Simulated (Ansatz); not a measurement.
Energy needed to pull apart B₂H₂F₂ (SMILES BB(F)F), singlet, into free ground-state atoms, from the structure below (displaced at random from a GFN2-xTB minimum); no zero-point or spin–orbit terms; open-shell atoms are treated unrestricted, in their ground-state multiplicity.

```tsv
atom	x (Å)	y (Å)	z (Å)
B1	-0.3060	0.7443	-0.3497
B2	0.3786	-0.6987	0.3322
F3	0.6317	-1.6762	-0.4498
F4	0.7009	-0.7955	1.6302
H5	-1.5081	0.8690	-0.3726
H6	0.2556	1.5812	-0.8118
```

Ansatz 0.2.0; basis: def2-TZVPP; cores frozen in the correlated methods. B3LYP uses VWN-RPA correlation.

```
      method  atomization energy (kcal/mol)
      PBE-D4                          582.0
   r2SCAN-D4                              ?
     PBE0-D4                          570.7
    B3LYP-D4                          571.5
CAM-B3LYP-D4                          577.2
     wB97M-V                          572.6
          HF                              ?
         MP2                          575.6
        CCSD                          548.0
     CCSD(T)                          555.0
```

(1) What does r2SCAN-D4 give? (An estimate is asked for; the value comes from the calculation.)

(2) What does HF give? (To be estimated.)

T1 diagnostic: at most 0.013.

Results:

(1) By the calculation: 575.4 kcal/mol, which is about 20.4 kcal/mol more than CCSD(T)/def2-TZVPP.

(2) By the calculation: 449.9 kcal/mol, which is about 105.1 kcal/mol less than CCSD(T)/def2-TZVPP.

In triple zeta the MP2 and coupled-cluster atomization energies are still short of their basis limit by a few kcal/mol a bond, whereas those of the functionals are nearly converged, so these differences are not deviations from converged CCSD(T).

For scale, one of the runs: CCSD(T)/def2-TZVPP forces, 152 basis functions (an equivalent command: `ansatz run in.yaml --threads 4`). The run took 60 s on 4 CPU threads (shared host), with 2 GiB of host memory at its peak.
